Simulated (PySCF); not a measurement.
**Exercise with solution: oscillator strength and radiative lifetime**

Mg(Cl)(NH2) (ClH₂MgN), SMILES [NH2][Mg][Cl].

Coordinates come from a r2SCAN-D4/def2-TZVP optimisation. The values are those of a single conformer.

TDDFT-LC-ωPBE/def2-SVPD in PySCF 2.14.0 puts the first singlet state with f over 0.02 at 4.90 eV (vertical), with the transition dipole (-0.727, 0.000, 0.000) in atomic units.

**Question.** Find the oscillator strength, the wavelength and the radiative lifetime that this transition would have in vacuum if emission retraced absorption.

**Answer.** 
|μ|² = 0.5285 au, so |μ| = 1.85 D. ΔE = 4.90/27.211 = 0.1801 hartree. f = (2/3) ΔE |μ|² = 0.063 (the program prints 0.063).
λ = 1239.84/4.90 = 253 nm; ν = 39521 cm⁻¹.
Einstein's coefficient A = 0.6670 ν² f s⁻¹ (ν in cm⁻¹) = 6.6e7 s⁻¹, so τ = 1/A = 15 ns. This state is S1. The figure is the radiative limit of this one transition; relaxation, internal conversion, crossing to triplets and a medium change what is measured.
